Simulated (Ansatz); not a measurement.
C$_{2}$H$_{6}$ClGaGeO$_{2}$ (`[Cl][GeH]1[CH2][GaH][O]C[O]1`). Total charge 0; spin multiplicity 1.

Cartesian coordinates in Å:
```
Cl -1.726 1.872 -0.882
Ge -0.597 0.080 -1.334
C -1.133 -1.252 -0.047
Ga -0.111 -0.806 1.580
O 1.186 0.402 1.331
C 1.521 1.067 0.159
O 1.117 0.427 -1.026
H -0.700 -0.193 -2.836
H -2.211 -1.250 0.121
H -0.842 -2.246 -0.398
H -0.212 -1.316 3.042
H 2.613 1.135 0.101
H 1.097 2.080 0.190
```

Problem. List the harmonic frequencies (cm⁻¹, unscaled) at PBE0-D4/def2-TZVP in Ansatz. (Estimate.)

Solution. The calculation gave: 35, 97, 149, 163, 192, 229, 276, 408, 433, 536, 567, 595, 609, 631, 647, 674, 700, 730, 930, 985, 1074, 1139, 1165, 1293, 1378, 1435, 1524, 2032, 2188, 3002, 3059, 3077, 3150.

Problem. Is this a minimum?

Solution. Yes, all 33 modes are real.

Problem. Give the ideal-gas thermochemistry at 298.15 K and 1 bar (rigid rotor, harmonic oscillator; point group C1, symmetry number 1).

Solution. Zero-point energy 210.0 kJ/mol; H(298) − E = 236.9 kJ/mol; entropy 411.5 J/(mol·K), of which translation 177.2, rotation 126.4, vibration 107.9; G(298) − E = 114.2 kJ/mol. Modes under 100 cm⁻¹ are hindered rotations or soft bends, so the harmonic entropy is rough.

Problem. And at 400, 500, 600, 800 and 1000 K?

Solution. 
```json
{"T (K)": "400", "H − E (kJ/mol)": "253.2", "S (J/mol/K)": "458.2", "G − E (kJ/mol)": "69.9"}
{"T (K)": "500", "H − E (kJ/mol)": "271.6", "S (J/mol/K)": "499.2", "G − E (kJ/mol)": "22.0"}
{"T (K)": "600", "H − E (kJ/mol)": "291.9", "S (J/mol/K)": "536.1", "G − E (kJ/mol)": "-29.8"}
{"T (K)": "800", "H − E (kJ/mol)": "336.5", "S (J/mol/K)": "600.2", "G − E (kJ/mol)": "-143.6"}
{"T (K)": "1000", "H − E (kJ/mol)": "385.3", "S (J/mol/K)": "654.5", "G − E (kJ/mol)": "-269.2"}
```

Problem. Rotational constants (cm⁻¹)?

Solution. 0.05613, 0.02599, 0.02411.
